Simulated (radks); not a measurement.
Excited configurations of the europium ion Eu3+: one electron is placed in a higher orbital outside [Xe] 4f5. The ground configuration is [Xe] 4f6. Calculated with a radial shooting solver on a logarithmic mesh with Libxc functionals: scalar-relativistic Kohn-Sham, PBE, spin-polarised, spherical densities, point nucleus; open shells are filled with parallel spins first (spin-orbit coupling, left out, can overturn this in heavy ions). Excitation = E - E(ground); binding = E(ion) - E, where the ion is the core of charge +4; n* = 4/sqrt(2 binding) in atomic units, and the quantum defect is n - n*.

| outer orbital | excitation (eV) | binding (eV) | n* | quantum defect | eigenvalue (eV) | <r> (bohr) |
|---|---|---|---|---|---|---|
| 5d | 12.257 | 32.198 | 2.600 | 2.400 | -27.054 | 2.076 |
| 5f | 29.954 | 14.501 | 3.875 | 1.125 | -12.125 | 4.128 |
| 6s | 15.969 | 28.486 | 2.764 | 3.236 | -25.153 | 3.020 |
| 6p | 21.576 | 22.879 | 3.085 | 2.915 | -20.151 | 3.525 |
| 6d | 28.562 | 15.893 | 3.701 | 2.299 | -14.016 | 4.662 |
| 6f | 34.832 | 9.623 | 4.756 | 1.244 | -8.384 | 7.219 |
| 7s | 28.932 | 15.523 | 3.745 | 3.255 | -13.926 | 5.474 |
| 7p | 31.220 | 13.235 | 4.056 | 2.944 | -11.820 | 6.199 |
| 7d | 34.470 | 9.985 | 4.669 | 2.331 | -8.855 | 7.778 |

Estimate the row for 7f.

Answer. excitation (eV) 37.723; binding (eV) 6.732; n* 5.687; quantum defect 1.313; eigenvalue (eV) -5.982; <r> (bohr) 11.03. The Delta-SCF ionisation energy is 44.455 eV (NIST Atomic Spectra Database: 42.9 eV, semi-empirical). Self-interaction in the functional shifts the binding energies and quantum defects, so they are the method's values and not measured ones. Open shells are spherical and high-spin; term and fine-structure splittings are not resolved. Spin-orbit splitting is averaged out at the scalar-relativistic level.
